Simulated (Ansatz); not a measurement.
Relaxation of C2H4FNSi (9 atoms, charge 0, multiplicity 1), to a largest force component of 0.015 eV/Å in at most 40 steps.

Theory: RKS revPBE/def2-SVP (Ansatz).

```xyz
9
Properties=species:S:1:pos:R:3
C -1.227 -0.475 -0.236
Si 0.100 0.518 0.511
N -0.142 2.139 -0.521
C -0.108 2.261 0.747
F -0.295 3.210 1.552
H -1.256 -0.345 -1.341
H -2.220 -0.050 0.091
H -1.188 -1.474 0.011
H 1.497 0.029 0.130
```

Problem. Where does it end, and by what steps?

Solution. It converged. After 12 steps the energy has fallen by 0.784 eV; H6 moved furthest, 0.57 Å.

```tsv
step	energy less start (eV)	largest force component (eV/Å)	accepted
0	0.0000	3.138	yes
1	-0.5863	1.239	yes
2	-0.7031	0.866	yes
3	-0.7443	1.003	yes
4	-0.7757	0.168	yes
5	-0.7798	0.049	yes
6	-0.7821	0.116	yes
7	-0.7814	0.132	no
8	-0.7832	0.063	yes
9	-0.7824	0.164	no
10	-0.7834	0.038	yes
11	-0.7840	0.015	yes
12	-0.7840	0.007	yes
```

```xyz
9
Properties=species:S:1:pos:R:3
C -1.298 -0.516 -0.295
Si 0.114 0.662 0.093
N -0.024 2.450 -0.401
C -0.093 2.275 0.865
F -0.254 3.188 1.831
H -1.193 -0.913 -1.328
H -2.273 0.002 -0.212
H -1.293 -1.381 0.401
H 1.476 0.045 -0.011
```

Whether the end is a true minimum wasn't checked by a vibrational analysis.

The run took 7.7 s on 2 threads of AMD EPYC 9R45 96-Core Processor (Zen 5), with other jobs on the host, peak memory 0.16 GiB.
